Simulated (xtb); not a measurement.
A geometry relaxed with GFN2-xTB (xtb), charge 0, multiplicity 2:

```xyz
6

C      0.0121     0.4141    -0.2256
H      1.8284    -0.9485     0.1056
H     -0.3979     1.4104    -0.2526
S      1.7039     0.3813     0.1323
H     -2.1260    -0.4205    -0.1887
S     -1.0205    -0.8369     0.4291
```

Question: Write the SMILES of this molecule.

Answer: `S[CH]S`
